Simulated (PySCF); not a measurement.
## Working out the ionisation energy of Hg

Hg [Xe] 4f14 5d10 6s2 (1S) → Hg⁺ [Xe] 4f14 5d10 6s1 (2S). Calculation: PySCF 2.14, in def2-TZVPPD with the def2 core potential (60 electrons) (6s6p3d2f1g, 62 functions); scalar relativity through the core potential. Frozen: nothing. Energies in hartree (1 hartree = 27.21139 eV):

```json
{"part": "UHF", "Hg (lower)": "-152.554328", "Hg⁺ (upper)": "-152.241965"}
{"part": "MP2 opposite-spin", "Hg (lower)": "-0.435456", "Hg⁺ (upper)": "-0.385294"}
{"part": "MP2 same-spin", "Hg (lower)": "-0.219174", "Hg⁺ (upper)": "-0.197748"}
```

**Question.** What does Hartree-Fock give?

**Answer.** (-152.241965) − (-152.554328) = 0.312363 hartree = 8.500 eV.

**Question.** What do MP2 and SCS-MP2 (6/5 opposite-spin, 1/3 same-spin) give?

**Answer.** The opposite-spin parts differ by 1.365 eV and the same-spin parts by 0.583 eV. MP2: 8.500 + (1.365) + (0.583) = 10.448 eV. SCS-MP2: 8.500 + 1.2 × (1.365) + (0.583)/3 = 10.332 eV.

Measured between the centres of the two terms (NIST): 10.438 eV, so MP2 (valence and next inner shell) is off by 0.010 eV.

What remains against the reference includes basis incompleteness and correlation beyond second order.
